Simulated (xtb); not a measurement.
Cl2Se, singlet, at a GFN2-xTB geometry; GFN1-xTB run with xtb.

xtb was given this input:
```
$ xtb mol.xyz --gfn 1 --ohess --json

# file mol.xyz
3

Se     0.00136488     0.00124916     0.68646471
Cl     1.04133364     1.25945705    -0.69083200
Cl    -1.04406340    -1.26195537    -0.68209743
```

What the program printed (banner, timings and long lists left out):

```
   ID    Z sym.   atoms
    1   34 Se     1
    2   17 Cl     2, 3

           -------------------------------------------------
          |                Calculation Setup                |
           -------------------------------------------------

           -------------------------------------------------
          |                 G F N 1 - x T B                 |
           -------------------------------------------------

          ...................................................
          :                      SETUP                      :
          :.................................................:
          :  # basis functions                  30          :
          :  # atomic orbitals                  27          :
          :  # shells                            9          :
          :  # electrons                        20          :
          :  # halogen bonds                     0          :
          :  max. iterations                   250          :
          :  Hamiltonian                  GFN1-xTB          :
          :  restarted?                      false          :
          :  GBSA solvation                  false          :
          :  PC potential                    false          :
          :  electronic temp.          300.0000000     K    :
          :  accuracy                    1.0000000          :
          :  -> integral cutoff          0.2500000E+02      :
          :  -> integral neglect         0.1000000E-07      :
          :  -> SCF convergence          0.1000000E-05 Eh   :
          :  -> wf. convergence          0.2000000E-04 e    :
          :  Broyden damping             0.4000000          :
          :  net charge                          0          :
          :  unpaired electrons                  0          :
          ...................................................

 iter      E             dE          RMSdq      gap      omega  full diag
   1    -11.8547787 -0.118548E+02  0.194E+00    3.02       0.0  T
   2    -11.8551075 -0.328845E-03  0.835E-01    3.04       1.0  T
   3    -11.8548056  0.301953E-03  0.681E-01    3.02       1.0  T
   4    -11.8553095 -0.503964E-03  0.915E-03    3.03       6.3  T
   5    -11.8553096 -0.112472E-06  0.253E-03    3.03      22.8  T
   6    -11.8553096 -0.125723E-08  0.541E-05    3.03    1068.1  T
   7    -11.8553096 -0.865974E-11  0.411E-06    3.03   14048.1  T

   *** convergence criteria satisfied after 7 iterations ***

         :::::::::::::::::::::::::::::::::::::::::::::::::::::
         ::                     SUMMARY                     ::
         :::::::::::::::::::::::::::::::::::::::::::::::::::::
         :: total energy             -11.851088216078 Eh    ::
         :: gradient norm              0.010665908918 Eh/a0 ::
         :: HOMO-LUMO gap              3.027754956797 eV    ::
         ::.................................................::
         :: SCC energy               -11.855309638462 Eh    ::
         :: -> electrostatic           0.006036666876 Eh    ::
         :: repulsion energy           0.005370809508 Eh    ::
         :: dispersion energy         -0.001149387125 Eh    ::
         :: halogen bond corr.         0.000000000000 Eh    ::
         :: add. restraining           0.000000000000 Eh    ::
         :: total charge               0.000000000000 e     ::
         :::::::::::::::::::::::::::::::::::::::::::::::::::::

      -----------------------------------------------------------
     |                   =====================                   |
     |                        A N C O P T                        |
     |                   =====================                   |
     |               Approximate Normal Coordinate               |
     |                Rational Function Optimizer                |
      -----------------------------------------------------------
      -----------------------------------------------------------
     |                   =====================                   |
     |                        A N C O P T                        |
     |                   =====================                   |
     |               Approximate Normal Coordinate               |
     |                Rational Function Optimizer                |
      -----------------------------------------------------------

          ...................................................
          :                      SETUP                      :
          :.................................................:
          :   optimization level            normal          :
          :   max. optcycles                   200          :
          :   ANC micro-cycles                  20          :
          :   degrees of freedom                 3          :
          :.................................................:
          :   RF solver                   davidson          :
          :   write xtbopt.log                true          :
          :   linear?                        false          :
          :   energy convergence         0.5000000E-05 Eh   :
          :   grad. convergence          0.1000000E-02 Eh/α :
          :   maxmium RF displ.          1.0000000          :
          :   Hlow (freq-cutoff)         0.1000000E-01      :
          :   Hmax (freq-cutoff)         5.0000000          :
          :   S6 in model hess.         20.0000000          :
          ...................................................

generating ANC from exact Hessian ...
Using Lindh-Hessian (1995)
 Shifting diagonal of input Hessian by    9.7985749746907665E-003
 Lowest  eigenvalues of input Hessian
    0.000000    0.000000    0.000000    0.000000    0.000000    0.000000
    0.010000    0.204512    0.241664
 Highest eigenvalues
    0.000000    0.000000    0.000000    0.010000    0.204512    0.241664

........................................................................
.............................. CYCLE    1 ..............................
[...]
 * total energy  :   -11.8510882 Eh     change       -0.4973799E-13 Eh
 * total energy  :   -11.8505783 Eh     change        0.5098884E-03 Eh
 * total energy  :   -11.8515283 Eh     change       -0.9499430E-03 Eh
 * total energy  :   -11.8515350 Eh     change       -0.6725924E-05 Eh
 * total energy  :   -11.8515365 Eh     change       -0.1537758E-05 Eh
   *** GEOMETRY OPTIMIZATION CONVERGED AFTER 5 ITERATIONS ***
         :: total energy             -11.851536534376 Eh    ::
[...]
        16                         -0.0455178              -1.2386
        17                         -0.0441378              -1.2011
        18                         -0.0414331              -1.1275
        19                         -0.0408712              -1.1122
        20                         -0.0403601              -1.0983
        21                         -0.0382491              -1.0408
       ...                                ...                  ...
        27                          0.3722836              10.1304
      -------------------------------------------------------------
                  HL-Gap            0.1047398 Eh            2.8501 eV
             Fermi-level           -0.3492126 Eh           -9.5026 eV

  Mulliken/CM5 charges         n(s)   n(p)   n(d)
     1Se    0.20879  0.21841   1.983  3.675  0.133
     2Cl   -0.10440 -0.10920   1.964  5.136  0.004
     3Cl   -0.10440 -0.10920   1.964  5.136  0.004

Wiberg/Mayer (AO) data.
largest (>0.10) Wiberg bond orders for each atom

 ---------------------------------------------------------------------------
Molecule has the following symmetry elements: (C2) 2*(sigma)
It seems to be the C2v point group
     #   Z sym  total        # sym  WBO       # sym  WBO       # sym  WBO
 ---------------------------------------------------------------------------
     1  34 Se   2.240 --     2 Cl   1.120     3 Cl   1.120
     2  17 Cl   1.198 --     1 Se   1.120
     3  17 Cl   1.198 --     1 Se   1.120
 ---------------------------------------------------------------------------

Topologies differ in total number of bonds
Writing topology from bond orders to xtbtopo.mol

 dipole moment from electron density (au)
     X       Y       Z
   0.0016   0.0014   0.7924  total (Debye):    2.014

           -------------------------------------------------
          |               Frequency Printout                |
           -------------------------------------------------
 projected vibrational frequencies (cm⁻¹)
eigval :       -0.00    -0.00    -0.00    -0.00     0.00     0.00
eigval :      143.45   397.09   417.33
 reduced masses (amu)
   1: 52.20   2: 40.24   3: 58.84   4: 52.30   5: 53.47   6: 50.18   7: 44.61   8: 50.88
   9: 46.88
 IR intensities (km·mol⁻¹)
   1:  0.38   2:  0.31   3:  0.39   4:  1.76   5:  0.10   6:  0.25   7:  1.50   8: 87.14
   9:  4.13
 Raman intensities (Ä⁴*amu⁻¹)
   1:  0.00   2:  0.00   3:  0.00   4:  0.00   5:  0.00   6:  0.00   7:  0.00   8:  0.00
   9:  0.00
 output can be read by thermo (or use thermo option).
 writing <g98.out> molden fake output.
 recommended (thermochemical) frequency scaling factor: 1.0
           -------------------------------------------------
          |             Thermodynamic Functions             |
           -------------------------------------------------

c2v symmetry found (for desy threshold:  0.10E+00) used in thermo

          ...................................................
          :                      SETUP                      :
          :.................................................:
          :  # frequencies                           3      :
          :  # imaginary freq.                       0      :
          :  linear?                             false      :
          :  only rotor calc.                    false      :
          :  symmetry                              c2v      :
          :  rotational number                       2      :
          :  scaling factor                  1.0000000      :
          :  rotor cutoff                   50.0000000 cm⁻¹ :
          :  imag. cutoff                  -20.0000000 cm⁻¹ :
          :.................................................:

    mode    ω/cm⁻¹     T·S(HO)/kcal·mol⁻¹    T·S(FR)/kcal·mol⁻¹   T·S(vib)
   ------------------------------------------------------------------------
       1    143.45    -0.82210 ( 98.55%)    -0.74413 (  1.45%)    -0.82096
   ------------------------------------------------------------------------

   temp. (K)  partition function   enthalpy   heat capacity  entropy
                                   cal/mol     cal/K/mol   cal/K/mol   J/K/mol
 298.15  VIB   2.71                  790.597      4.805      4.628
         ROT  0.728E+05              888.752      2.981     25.229
         INT  0.197E+06             1679.349      7.786     29.857
         TR   0.178E+28             1481.254      4.968     40.905
         TOT                        3160.6029    12.7543    70.7626   296.0705

       T/K    H(0)-H(T)+PV         H(T)/Eh          T*S/Eh         G(T)/Eh
   ------------------------------------------------------------------------
    298.15    0.503674E-02    0.721893E-02    0.336216E-01   -0.264026E-01
   ------------------------------------------------------------------------

         :::::::::::::::::::::::::::::::::::::::::::::::::::::
         ::                  THERMODYNAMIC                  ::
         :::::::::::::::::::::::::::::::::::::::::::::::::::::
         :: total free energy         -11.877939174638 Eh   ::
         ::.................................................::
         :: total energy              -11.851536534376 Eh   ::
         :: zero point energy           0.002182189316 Eh   ::
         :: G(RRHO) w/o ZPVE           -0.028584829578 Eh   ::
         :: G(RRHO) contrib.           -0.026402640262 Eh   ::
         :::::::::::::::::::::::::::::::::::::::::::::::::::::

optimized geometry written to: xtbopt.xyz

           -------------------------------------------------
          | TOTAL ENERGY              -11.851536534376 Eh   |
          | TOTAL ENTHALPY            -11.844317603720 Eh   |
          | TOTAL FREE ENERGY         -11.877939174638 Eh   |
          | GRADIENT NORM               0.000658334462 Eh/α |
          | HOMO-LUMO GAP               2.850114319240 eV   |
           -------------------------------------------------

normal termination of xtb
```
